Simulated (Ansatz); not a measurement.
A nudged elastic band was laid between two geometries of CH6ClFGeOSi (12 atoms, charge 0, multiplicity 1).

Level of theory: Ansatz, RKS B3LYP/def2-SVP.

| Item | Value |
| --- | --- |
| movable images | 5 |
| climbing image | yes |
| spring | 5.0 eV/Å² |
| optimiser | quadratic models (default) |
| start path | IDPP |
| force threshold | 0.05 eV/Å |
| iteration limit | 36 |
| end points | relaxed |

Initial state:

```xyz
12
Properties=species:S:1:pos:R:3
O -0.689 -1.279 -1.360
Ge 0.905 -1.062 -0.600
F 1.163 -2.453 0.434
C 0.698 0.521 0.507
Si -1.067 1.184 0.589
Cl -1.066 2.832 1.879
H -0.802 -2.093 -1.869
H 2.051 -1.110 -1.628
H 1.032 0.252 1.523
H 1.372 1.313 0.141
H -1.996 0.176 1.155
H -1.523 1.664 -0.738
```

Final state:

```xyz
12
Properties=species:S:1:pos:R:3
O -0.485 -2.086 -0.444
Ge 1.018 -1.170 -0.242
F 1.754 -1.660 1.270
C 0.710 0.762 -0.061
Si -1.086 1.295 0.029
Cl -2.058 0.170 1.514
H -1.141 -1.884 0.240
H 1.944 -1.617 -1.378
H 1.238 1.081 0.853
H 1.187 1.275 -0.915
H -1.794 1.055 -1.254
H -1.210 2.724 0.422
```

(1) Which bonds break or form, and what moves?

(2) What energy profile does the band end with?

(3) What is the geometry of the highest image?

Answers

(1) No bond is made or broken. The dihedral Ge2–C4–Si5–H11 goes from 60 to -67°.

(2) It converged. The highest image is number 3 of 0 to 6, 12.8 kJ/mol above the first end and 14.5 kJ/mol above the last; the last end lies 1.6 kJ/mol below the first. A vibrational analysis at the climbing image gives no mode beyond 40i cm⁻¹: the surface is too flat there to confirm a saddle point.

```csv
image,path coordinate (Å),energy (kJ/mol),dihedral Ge2–C4–Si5–H11 (°)
0,0.00,0.0,60
1,1.12,2.9,37
2,2.24,11.1,13
3,3.36,12.8,-11
4,4.60,10.2,-42
5,5.85,5.0,-59
6,7.10,-1.6,-67
```

(3) 
```xyz
12
Properties=species:S:1:pos:R:3
O -0.264 -1.981 -1.234
Ge 1.042 -1.160 -0.354
F 1.159 -1.907 1.225
C 0.667 0.736 -0.025
Si -1.120 1.188 0.384
Cl -1.295 1.716 2.389
H -1.125 -1.901 -0.800
H 2.324 -1.477 -1.130
H 1.322 1.062 0.799
H 0.975 1.292 -0.927
H -2.041 0.039 0.149
H -1.570 2.338 -0.443
```

Time of the run: 11 min on 2 threads of Arm Neoverse V1 (shared host), peak memory 0.43 GiB.
